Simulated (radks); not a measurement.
Values are calculated unless marked as measured or tabulated.
Neutral tungsten: order these configurations by energy. Code: a radial shooting solver on a logarithmic mesh with Libxc functionals. Model: scalar-relativistic Kohn-Sham, BLYP, spin-polarised, spherical densities, finite nucleus; Fermi nuclear charge, rms radius of each element as measured or else 0.836 A^(1/3) + 0.57 fm. Open shells are filled with parallel spins first. [Xe] 4f14 5d3 6s2 6p1; [Xe] 4f14 5d4 6s1 6p1; [Xe] 4f14 5d4 6s2; [Xe] 4f14 5d5 6p1; [Xe] 4f14 5d5 6s1; [Xe] 4f14 5d6.

Answer. From the lowest, in eV above it: [Xe] 4f14 5d5 6s1 0.000; [Xe] 4f14 5d4 6s2 0.085; [Xe] 4f14 5d4 6s1 6p1 3.331; [Xe] 4f14 5d6 3.998; [Xe] 4f14 5d5 6p1 4.428; [Xe] 4f14 5d3 6s2 6p1 4.540.
